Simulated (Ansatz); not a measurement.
Relaxation of Mg5H10 with RKS r2SCAN-D4/def2-SVP.

```sh
$ ansatz run in.yaml --threads 4 --pin off --events-out ev --progress --plain --max-ram 4787MiB
```

```yaml
crystal:
  periodic: [false, false, false]
  atoms:
    - {symbol: Mg, position_ang: [0.581130, 1.867720, -0.512100]}
    - {symbol: Mg, position_ang: [-1.327500, -1.362840, 0.549360]}
    - {symbol: Mg, position_ang: [1.547110, -1.739360, -0.059410]}
    - {symbol: Mg, position_ang: [-0.017200, 0.777590, 2.596750]}
    - {symbol: Mg, position_ang: [-1.074220, 0.779240, -2.459070]}
    - {symbol: H, position_ang: [-0.861240, 2.377220, -1.543680]}
    - {symbol: H, position_ang: [0.502580, 0.873880, 4.058120]}
    - {symbol: H, position_ang: [1.780330, -2.506680, -1.400860]}
    - {symbol: H, position_ang: [-1.563490, -0.384860, -1.040010]}
    - {symbol: H, position_ang: [0.329030, 2.051920, 1.225330]}
    - {symbol: H, position_ang: [-0.741540, 0.415180, -3.941220]}
    - {symbol: H, position_ang: [-1.464780, -0.228070, 1.939770]}
    - {symbol: H, position_ang: [-0.843670, -2.890000, 0.509180]}
    - {symbol: H, position_ang: [1.514710, -0.940150, 1.390620]}
    - {symbol: H, position_ang: [1.638760, 0.909190, -1.312770]}
basis:
  gaussian: {orbitals: def2-SVP}
hamiltonian: {xc: r2scan, dispersion: d4}
scf: {lower_state_search: "off"}
output: {orbitals: {seedname: orbitals}}
relax: {f_tol: 0.02, max_steps: 100}
```

It took 80 s on 4 threads of Arm Neoverse V1 on a shared host.

Positions (Å) and forces (eV/Å) at steps 1, 2, 3, 4, 5, 6, 7, 8, 9, 10, 11, 12, 13, 16, 18, 19, 20, 21, 22 of 26:

```xyz
15
step=1 energy=-27369.1092 eV
Mg    0.581    1.868   -0.512   -0.498    0.979    0.886
Mg   -1.327   -1.363    0.549   -0.924    1.395    0.074
Mg    1.547   -1.739   -0.059    0.102    0.076    0.262
Mg   -0.017    0.778    2.597   -0.283   -0.325   -1.795
Mg   -1.074    0.779   -2.459   -0.376    0.020    1.110
H    -0.861    2.377   -1.544    0.121   -0.183    0.130
H     0.503    0.874    4.058    0.547    0.174    1.729
H     1.780   -2.507   -1.401    0.340   -0.797   -1.363
H    -1.563   -0.385   -1.040    0.265    0.140    0.180
H     0.329    2.052    1.225   -0.079   -0.109    0.203
H    -0.742    0.415   -3.941    0.153   -0.365   -1.627
H    -1.465   -0.228    1.940    0.104    0.137   -0.064
H    -0.844   -2.890    0.509    0.752   -1.051   -0.121
H     1.515   -0.940    1.391   -0.618    0.802    0.840
H     1.639    0.909   -1.313    0.395   -0.893   -0.444
15
step=2 energy=-27369.9462 eV
Mg    0.583    1.924   -0.436   -0.214    0.179    0.190
Mg   -1.415   -1.311    0.560   -0.192    0.416    0.007
Mg    1.569   -1.750   -0.081   -0.262    0.145    0.108
Mg    0.047    0.720    2.565    0.155   -0.367   -0.551
Mg   -1.072    0.740   -2.490    0.148   -0.022    0.489
H    -0.844    2.318   -1.518    0.050   -0.040    0.030
H     0.528    0.880    4.131    0.155    0.086    0.622
H     1.840   -2.560   -1.481    0.283   -0.314   -0.429
H    -1.500   -0.334   -1.006    0.068    0.057    0.057
H     0.312    2.053    1.290    0.008    0.062    0.077
H    -0.773    0.383   -4.063   -0.088   -0.118   -0.625
H    -1.460   -0.177    1.934   -0.068    0.071   -0.018
H    -0.749   -2.867    0.487    0.415   -0.156   -0.106
H     1.350   -0.837    1.400   -0.446    0.419    0.210
H     1.586    0.818   -1.291   -0.010   -0.416   -0.064
15
step=3 energy=-27370.3053 eV
Mg    0.572    1.921   -0.400   -0.107   -0.031    0.056
Mg   -1.429   -1.269    0.562   -0.012    0.066    0.065
Mg    1.495   -1.716   -0.096   -0.293   -0.019   -0.184
Mg    0.129    0.635    2.540    0.189   -0.167    0.093
Mg   -1.014    0.709   -2.484    0.240   -0.057   -0.063
H    -0.828    2.305   -1.514    0.087   -0.044    0.006
H     0.543    0.879    4.181    0.013   -0.016    0.033
H     1.896   -2.585   -1.497    0.212   -0.014    0.086
H    -1.483   -0.317   -0.996    0.042    0.025    0.017
H     0.319    2.053    1.326    0.055    0.079    0.036
H    -0.818    0.369   -4.134   -0.149   -0.009   -0.054
H    -1.470   -0.149    1.937   -0.115    0.023    0.004
H    -0.631   -2.822    0.452    0.293    0.244   -0.109
H     1.189   -0.728    1.393   -0.241    0.168   -0.048
H     1.531    0.714   -1.269   -0.214   -0.249    0.061
15
step=4 energy=-27370.5882 eV
Mg    0.548    1.896   -0.359   -0.111   -0.137    0.043
Mg   -1.444   -1.222    0.581    0.128    0.042    0.026
Mg    1.384   -1.704   -0.150   -0.178   -0.099   -0.277
Mg    0.171    0.587    2.553    0.103   -0.006    0.191
Mg   -0.931    0.680   -2.498    0.242   -0.052   -0.125
H    -0.796    2.283   -1.525    0.082    0.006   -0.013
H     0.556    0.866    4.209    0.000   -0.060   -0.065
H     1.992   -2.602   -1.482    0.138    0.085    0.213
H    -1.455   -0.302   -0.994   -0.008   -0.003    0.032
H     0.343    2.063    1.367    0.061    0.062    0.033
H    -0.873    0.358   -4.177   -0.106    0.003    0.089
H    -1.500   -0.122    1.963   -0.114   -0.006    0.041
H    -0.487   -2.701    0.401    0.147    0.265   -0.129
H     1.083   -0.672    1.342   -0.132    0.104   -0.054
H     1.409    0.591   -1.233   -0.252   -0.205   -0.005
15
step=5 energy=-27370.8064 eV
Mg    0.511    1.831   -0.319   -0.134   -0.113    0.028
Mg   -1.416   -1.164    0.597    0.093    0.019   -0.004
Mg    1.313   -1.691   -0.203    0.054   -0.099   -0.337
Mg    0.188    0.580    2.584    0.017    0.035    0.153
Mg   -0.839    0.653   -2.508    0.185   -0.055   -0.084
H    -0.757    2.276   -1.541    0.097    0.016    0.005
H     0.572    0.837    4.234    0.020   -0.056   -0.015
H     2.091   -2.600   -1.443    0.104    0.110    0.227
H    -1.449   -0.284   -0.993   -0.034    0.043    0.054
H     0.369    2.081    1.405    0.058    0.021    0.016
H    -0.911    0.342   -4.188   -0.050   -0.011    0.091
H    -1.532   -0.108    2.006   -0.045    0.008    0.059
H    -0.408   -2.601    0.322   -0.019    0.155   -0.082
H     1.011   -0.623    1.297   -0.119    0.107   -0.061
H     1.256    0.470   -1.250   -0.227   -0.180   -0.050
15
step=6 energy=-27370.9898 eV
Mg    0.465    1.756   -0.286   -0.152   -0.100    0.097
Mg   -1.389   -1.118    0.607    0.089    0.053    0.020
Mg    1.294   -1.672   -0.277    0.049   -0.039   -0.236
Mg    0.189    0.588    2.630   -0.049    0.024   -0.009
Mg   -0.755    0.624   -2.509    0.066   -0.041   -0.041
H    -0.709    2.276   -1.563    0.125    0.008    0.008
H     0.597    0.805    4.271    0.045   -0.052    0.037
H     2.223   -2.591   -1.391    0.100    0.092    0.186
H    -1.473   -0.226   -0.968   -0.055    0.090    0.052
H     0.402    2.081    1.432    0.038    0.034    0.013
H    -0.927    0.317   -4.178   -0.014   -0.039    0.047
H    -1.545   -0.102    2.045   -0.020    0.019    0.091
H    -0.395   -2.540    0.256   -0.025    0.037   -0.097
H     0.923   -0.556    1.220   -0.096    0.079   -0.070
H     1.100    0.359   -1.287   -0.101   -0.164   -0.099
15
step=7 energy=-27371.1795 eV
Mg    0.385    1.615   -0.218   -0.071    0.003   -0.064
Mg   -1.340   -1.057    0.633   -0.037   -0.105    0.040
Mg    1.269   -1.640   -0.372    0.259   -0.175   -0.349
Mg    0.169    0.605    2.645   -0.021    0.127    0.235
Mg   -0.722    0.587   -2.506    0.003    0.109   -0.130
H    -0.606    2.275   -1.590    0.107   -0.080    0.042
H     0.640    0.746    4.282    0.044   -0.072   -0.027
H     2.395   -2.568   -1.301   -0.024    0.156    0.250
H    -1.533   -0.112   -0.902    0.044    0.154    0.097
H     0.427    2.116    1.471   -0.047   -0.065   -0.016
H    -0.934    0.259   -4.167   -0.029   -0.067    0.067
H    -1.575   -0.105    2.116    0.051    0.006    0.025
H    -0.400   -2.495    0.145   -0.043    0.093   -0.077
H     0.822   -0.480    1.128   -0.179    0.119   -0.131
H     1.003    0.255   -1.363   -0.058   -0.201    0.039
15
step=8 energy=-27371.3364 eV
Mg    0.361    1.554   -0.212   -0.194   -0.265    0.137
Mg   -1.345   -1.064    0.649    0.188    0.176   -0.014
Mg    1.285   -1.644   -0.442   -0.001   -0.009   -0.183
Mg    0.151    0.644    2.702   -0.086    0.036   -0.124
Mg   -0.712    0.610   -2.532   -0.018    0.042    0.050
H    -0.550    2.278   -1.603    0.174   -0.047   -0.055
H     0.695    0.691    4.317    0.056   -0.057   -0.006
H     2.522   -2.556   -1.214    0.003    0.097    0.204
H    -1.494    0.017   -0.823   -0.019    0.105    0.103
H     0.394    2.102    1.473   -0.027    0.049    0.019
H    -0.960    0.195   -4.159   -0.055   -0.063   -0.003
H    -1.555   -0.110    2.146   -0.071   -0.062    0.107
H    -0.410   -2.463    0.058   -0.027    0.000   -0.078
H     0.688   -0.394    1.014    0.004    0.015    0.008
H     0.930    0.141   -1.372    0.072   -0.015   -0.163
15
step=9 energy=-27371.5167 eV
Mg    0.274    1.391   -0.160   -0.111    0.196   -0.119
Mg   -1.296   -1.008    0.672   -0.023   -0.120    0.041
Mg    1.268   -1.608   -0.561    0.272   -0.298   -0.155
Mg    0.098    0.681    2.731    0.028    0.091    0.128
Mg   -0.717    0.613   -2.555    0.091    0.196   -0.038
H    -0.406    2.252   -1.639    0.133   -0.080   -0.014
H     0.751    0.621    4.315    0.002   -0.041   -0.099
H     2.648   -2.529   -1.080   -0.180    0.177    0.201
H    -1.473    0.186   -0.726    0.086    0.020    0.150
H     0.339    2.110    1.486   -0.104   -0.034    0.007
H    -1.026    0.118   -4.153   -0.089   -0.068    0.052
H    -1.588   -0.149    2.229    0.021   -0.071   -0.028
H    -0.421   -2.410   -0.040   -0.077    0.081   -0.083
H     0.621   -0.347    0.955    0.016    0.027   -0.015
H     0.926    0.079   -1.474   -0.065   -0.077   -0.029
15
step=10 energy=-27371.6432 eV
Mg    0.182    1.416   -0.172    0.137    0.123    0.178
Mg   -1.258   -1.010    0.671   -0.091   -0.076    0.043
Mg    1.271   -1.632   -0.595    0.148   -0.122   -0.052
Mg    0.084    0.676    2.723    0.011    0.015    0.116
Mg   -0.644    0.663   -2.579    0.023   -0.023   -0.160
H    -0.227    2.282   -1.722    0.016   -0.011   -0.037
H     0.807    0.609    4.271    0.007   -0.014   -0.053
H     2.704   -2.516   -0.927   -0.069    0.067    0.096
H    -1.413    0.317   -0.614   -0.037    0.051   -0.020
H     0.188    2.121    1.485   -0.066   -0.060   -0.009
H    -1.158    0.042   -4.071   -0.072   -0.032    0.009
H    -1.570   -0.268    2.274    0.027   -0.009   -0.008
H    -0.477   -2.372   -0.194   -0.002    0.060   -0.040
H     0.628   -0.346    0.941    0.024    0.021   -0.001
H     0.884    0.017   -1.490   -0.054    0.012   -0.062
15
step=11 energy=-27371.6856 eV
Mg    0.226    1.452   -0.177   -0.028    0.015    0.150
Mg   -1.267   -0.972    0.624   -0.037   -0.023   -0.034
Mg    1.301   -1.633   -0.588   -0.033   -0.028   -0.018
Mg    0.066    0.643    2.732    0.002   -0.014    0.041
Mg   -0.622    0.650   -2.587   -0.083   -0.032   -0.123
H    -0.113    2.274   -1.770    0.036    0.017    0.010
H     0.858    0.568    4.243    0.005   -0.006   -0.019
H     2.769   -2.489   -0.739   -0.008    0.022    0.040
H    -1.429    0.416   -0.607    0.044   -0.008    0.007
H     0.085    2.094    1.507    0.008    0.012   -0.043
H    -1.324    0.006   -3.994   -0.021    0.005    0.000
H    -1.554   -0.346    2.281    0.029    0.018   -0.021
H    -0.494   -2.305   -0.293    0.029    0.008    0.005
H     0.642   -0.321    0.914    0.013    0.025   -0.025
H     0.857   -0.036   -1.545    0.045   -0.011    0.031
15
step=12 energy=-27371.6943 eV
Mg    0.197    1.450   -0.145    0.043   -0.001   -0.045
Mg   -1.296   -0.989    0.599    0.062    0.039   -0.008
Mg    1.289   -1.629   -0.589    0.078   -0.011    0.004
Mg    0.077    0.630    2.724    0.004    0.008   -0.007
Mg   -0.630    0.649   -2.605    0.059   -0.011    0.012
H    -0.049    2.251   -1.757   -0.023    0.010   -0.020
H     0.907    0.515    4.208   -0.001   -0.007    0.007
H     2.796   -2.425   -0.581    0.001   -0.021    0.008
H    -1.416    0.407   -0.624   -0.048   -0.015    0.008
H     0.071    2.114    1.521   -0.018   -0.018    0.040
H    -1.411    0.069   -3.999   -0.019    0.010   -0.004
H    -1.543   -0.334    2.249   -0.017   -0.010    0.010
H    -0.478   -2.323   -0.273   -0.047   -0.002    0.010
H     0.632   -0.287    0.878   -0.023    0.009   -0.008
H     0.855   -0.098   -1.605   -0.050    0.021   -0.008
15
step=13 energy=-27371.6956 eV
Mg    0.199    1.459   -0.162   -0.016    0.024    0.045
Mg   -1.266   -0.968    0.588   -0.053   -0.036    0.050
Mg    1.321   -1.638   -0.576   -0.055    0.011    0.007
Mg    0.077    0.632    2.724   -0.016   -0.012    0.021
Mg   -0.618    0.648   -2.620   -0.037   -0.007    0.009
H    -0.066    2.258   -1.775    0.022    0.006    0.002
H     0.899    0.501    4.212    0.008    0.005   -0.007
H     2.806   -2.475   -0.554   -0.004    0.018   -0.008
H    -1.433    0.419   -0.621    0.024    0.020   -0.028
H     0.048    2.105    1.523    0.012    0.010   -0.037
H    -1.444    0.090   -3.999    0.013    0.002   -0.003
H    -1.535   -0.345    2.249    0.010    0.002   -0.002
H    -0.473   -2.319   -0.268    0.050   -0.005   -0.028
H     0.643   -0.276    0.871    0.010    0.003   -0.009
H     0.840   -0.093   -1.593    0.032   -0.040   -0.012
15
step=16 energy=-27371.6988 eV
Mg    0.183    1.468   -0.144   -0.003    0.006    0.000
Mg   -1.274   -0.979    0.593    0.006    0.001   -0.003
Mg    1.312   -1.640   -0.582    0.012   -0.002   -0.002
Mg    0.072    0.633    2.730    0.000    0.003    0.003
Mg   -0.616    0.638   -2.618    0.004   -0.014   -0.005
H    -0.024    2.243   -1.770    0.001   -0.004    0.006
H     0.925    0.502    4.200   -0.003    0.001   -0.003
H     2.813   -2.448   -0.520   -0.009    0.002   -0.003
H    -1.429    0.414   -0.625   -0.006    0.000   -0.002
H     0.022    2.116    1.534    0.001   -0.005    0.001
H    -1.457    0.135   -4.010    0.005    0.007    0.008
H    -1.531   -0.351    2.253    0.002   -0.002    0.000
H    -0.466   -2.328   -0.260   -0.004    0.004    0.006
H     0.638   -0.257    0.854   -0.001    0.000    0.002
H     0.834   -0.146   -1.636   -0.005    0.002   -0.006
15
step=18 energy=-27371.7021 eV
Mg    0.110    1.513   -0.102   -0.007    0.067    0.001
Mg   -1.256   -0.980    0.588    0.036   -0.032   -0.014
Mg    1.331   -1.661   -0.603   -0.014    0.015    0.008
Mg    0.057    0.648    2.752    0.027   -0.021    0.017
Mg   -0.576    0.604   -2.645   -0.090   -0.014   -0.117
H     0.084    2.185   -1.770   -0.008    0.003    0.047
H     0.966    0.498    4.189   -0.019    0.013   -0.015
H     2.837   -2.441   -0.409   -0.015    0.005   -0.022
H    -1.439    0.407   -0.637   -0.011    0.013    0.021
H    -0.084    2.141    1.584   -0.004   -0.011   -0.025
H    -1.544    0.310   -4.034    0.086    0.018    0.109
H    -1.495   -0.382    2.262   -0.009    0.013   -0.010
H    -0.435   -2.355   -0.199   -0.004    0.011   -0.001
H     0.648   -0.187    0.794   -0.007    0.009    0.005
H     0.797   -0.302   -1.770    0.041   -0.090   -0.004
15
step=19 energy=-27371.7012 eV rejected
Mg    0.047    1.555   -0.064   -0.004    0.154   -0.085
Mg   -1.242   -0.982    0.584    0.070   -0.054   -0.022
Mg    1.344   -1.677   -0.622    0.026    0.008    0.019
Mg    0.047    0.660    2.772    0.052   -0.041    0.040
Mg   -0.545    0.575   -2.663   -0.258    0.034   -0.295
H     0.175    2.136   -1.766   -0.032   -0.045    0.135
H     1.003    0.496    4.180   -0.044    0.026   -0.038
H     2.857   -2.429   -0.318   -0.083    0.042   -0.053
H    -1.446    0.403   -0.644   -0.016    0.016    0.031
H    -0.176    2.164    1.628    0.002   -0.030   -0.048
H    -1.611    0.455   -4.050    0.252    0.012    0.309
H    -1.467   -0.404    2.267   -0.016    0.022   -0.018
H    -0.409   -2.377   -0.150   -0.007    0.035   -0.005
H     0.655   -0.128    0.744   -0.016   -0.014    0.013
H     0.769   -0.446   -1.897    0.074   -0.167    0.019
15
step=20 energy=-27371.7108 eV
Mg    0.076    1.547   -0.079   -0.016    0.059    0.001
Mg   -1.248   -0.981    0.585    0.034   -0.019   -0.017
Mg    1.332   -1.669   -0.614    0.003    0.009   -0.006
Mg    0.055    0.650    2.759    0.019   -0.023    0.017
Mg   -0.561    0.593   -2.643   -0.078   -0.027   -0.119
H     0.113    2.170   -1.759    0.001   -0.010    0.048
H     0.978    0.501    4.185   -0.017    0.013   -0.011
H     2.840   -2.441   -0.400   -0.015    0.004   -0.011
H    -1.444    0.410   -0.636   -0.006    0.012    0.022
H    -0.123    2.155    1.608   -0.004   -0.007   -0.014
H    -1.546    0.349   -4.028    0.068    0.023    0.096
H    -1.487   -0.385    2.259   -0.005    0.012   -0.005
H    -0.426   -2.366   -0.176   -0.003    0.017   -0.001
H     0.648   -0.158    0.773   -0.005    0.009    0.003
H     0.791   -0.376   -1.832    0.023   -0.073   -0.003
15
step=21 energy=-27371.7181 eV
Mg    0.048    1.571   -0.061   -0.022    0.075   -0.024
Mg   -1.240   -0.981    0.583    0.036   -0.019   -0.027
Mg    1.339   -1.676   -0.622    0.006    0.009   -0.021
Mg    0.053    0.650    2.767    0.014   -0.017    0.017
Mg   -0.552    0.581   -2.647   -0.078   -0.027   -0.128
H     0.148    2.149   -1.753   -0.001   -0.026    0.067
H     0.988    0.506    4.186   -0.018    0.012   -0.013
H     2.849   -2.437   -0.375   -0.022    0.011   -0.010
H    -1.448    0.413   -0.636   -0.004    0.008    0.022
H    -0.159    2.162    1.629    0.000   -0.008   -0.018
H    -1.563    0.402   -4.028    0.083    0.024    0.120
H    -1.479   -0.389    2.259    0.000    0.007   -0.003
H    -0.414   -2.370   -0.162   -0.009    0.017    0.010
H     0.650   -0.132    0.753   -0.001   -0.001    0.005
H     0.779   -0.450   -1.893    0.016   -0.065    0.004
15
step=22 energy=-27371.7298 eV
Mg    0.001    1.613   -0.034   -0.013    0.035   -0.046
Mg   -1.223   -0.980    0.576    0.030    0.002   -0.006
Mg    1.347   -1.688   -0.643    0.004    0.011   -0.015
Mg    0.050    0.652    2.778    0.006   -0.016    0.000
Mg   -0.535    0.560   -2.652   -0.025   -0.011   -0.051
H     0.198    2.111   -1.737   -0.002   -0.030    0.048
H     0.996    0.520    4.188   -0.012    0.012   -0.004
H     2.857   -2.430   -0.345   -0.019    0.012   -0.012
H    -1.455    0.419   -0.632   -0.007    0.001    0.006
H    -0.210    2.176    1.658    0.002   -0.005   -0.011
H    -1.578    0.480   -4.013    0.057    0.014    0.083
H    -1.464   -0.396    2.255    0.000    0.002    0.000
H    -0.398   -2.378   -0.139    0.000    0.005    0.001
H     0.654   -0.096    0.724   -0.008   -0.004    0.003
H     0.761   -0.565   -1.985   -0.011   -0.029    0.003
```

Another isomer (singlet) lies 0.18 eV lower at PBE0-D4/def2-TZVP; other spin states weren't run for this one.
